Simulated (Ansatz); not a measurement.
Cost and result for the atomization energy of BClFHS, SMILES `FB(S)Cl` (5 atoms, 4 bonds).

Charge 0, multiplicity 1. Geometry: relaxed with PBE0-D4/def2-TZVP. It is one conformer, not always the lowest. Program: Ansatz. All runs use 2 threads of a server CPU on a shared host. Times are those of one run each, without the atoms' runs, and a repeat can differ threefold. Electronic energies, without spin–orbit coupling; frozen cores. CCSD(T)/CBS adds CCSD(T) − MP2 in def2-TZVPP to the MP2 limit, and its time is that of the two runs behind it. T1 = 0.012. B3LYP takes the VWN-RPA correlation (the form of Gaussian; ORCA's B3LYP/G).

CCSD(T)/CBS is a level of theory with its own doubt, some kJ/mol a heavy atom from the limit and from the frozen cores, so smaller differences don't rank the functionals.

```csv
level,functions,wall time
LDA (SPW92)/def2-TZVPP,160,0.75 s
CCSD(T)/def2-SVP,69,1.1 s
BLYP-D4/def2-TZVPP,160,1.4 s
PBE-D4/def2-TZVPP (with forces),160,1.5 s
CAM-B3LYP-D4/def2-TZVPP,160,1.9 s
B3LYP-D4/def2-TZVPP (with forces),160,2.3 s
B2PLYP/def2-TZVPP,160,2.7 s
PBE-QIDH/def2-TZVPP,160,2.8 s
B97M-V/def2-TZVPP,160,4.6 s
ωB97M-V/def2-TZVPP (with forces),160,6 s
MP2/def2-QZVPP,284,7 s
CCSD(T)/def2-TZVPP,160,19 s
CCSD(T)/CBS(def2),–,26 s
```

Problem. What atomization energy does each give, and how far from CCSD(T)/CBS? (Best estimate.)

Solution. The calculation gave: 
| level | atomization (kcal/mol) | difference from CCSD(T)/CBS | per bond |
| --- | --- | --- | --- |
| LDA (SPW92)/def2-TZVPP | 521.8 | 77.9 | 19.5 |
| CCSD(T)/def2-SVP | 421.7 | -22.2 | -5.6 |
| BLYP-D4/def2-TZVPP | 444.2 | 0.3 | 0.1 |
| PBE-D4/def2-TZVPP (with forces) | 460.8 | 16.9 | 4.2 |
| CAM-B3LYP-D4/def2-TZVPP | 445.0 | 1.1 | 0.3 |
| B3LYP-D4/def2-TZVPP (with forces) | 442.6 | -1.3 | -0.3 |
| B2PLYP/def2-TZVPP | 440.4 | -3.5 | -0.9 |
| PBE-QIDH/def2-TZVPP | 446.4 | 2.5 | 0.6 |
| B97M-V/def2-TZVPP | 454.6 | 10.7 | 2.7 |
| ωB97M-V/def2-TZVPP (with forces) | 450.4 | 6.5 | 1.6 |
| MP2/def2-QZVPP | 458.1 | 14.2 | 3.5 |
| CCSD(T)/def2-TZVPP | 431.7 | -12.2 | -3.0 |
| CCSD(T)/CBS(def2) | 443.9 | 0.0 | 0.0 |

Leaving LDA and LC-ωPBE aside and taking each functional with its dispersion term where it has one, the values, not all of them listed here, spread over 33.5 kcal/mol, from BHLYP-D4 to PBE-D4. LDA lies +63.7 kcal/mol from PBE without D4, its usual overbinding. From PBE to PBE0 (25 % exact exchange), in def2-TZVPP and without D4, the atomization energy moves by −10.9 kcal/mol: exact exchange takes away binding that semilocal exchange gives to molecules. At CCSD(T), def2-SVP lies −22.2 kcal/mol from the extrapolated value and def2-TZVPP −12.2 kcal/mol: correlation converges slowly with the basis, and small sets miss more of it in the bonded molecule than in its fragments.
